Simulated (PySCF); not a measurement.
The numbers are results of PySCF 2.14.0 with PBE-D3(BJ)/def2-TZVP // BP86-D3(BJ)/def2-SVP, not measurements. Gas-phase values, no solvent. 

Reference species: [Zr(F)3(H)] (neutral, multiplicity 1).

```
Item                                     Result
-------------------------------------  --------
coordination number                           4
HOMO                                   -7.66 eV
dipole moment                            0.14 D
charge on the central atom (Mulliken)    1.34 e
```

Changed species: [Zr(F)2(H)2] (2 of 4 F replaced by H; the reference has 1 of 4 F replaced by H).

Question: Predict the effect on the coordination number, HOMO, dipole moment and charge on the central atom (Mulliken).

Answer: the coordination number hardly moves; the HOMO rises by 0.33 eV, to -7.33 eV; the dipole moment rises by 0.09 D, to 0.23 D; the charge on the central atom (Mulliken) decreases by 0.26 e, to 1.08 e.
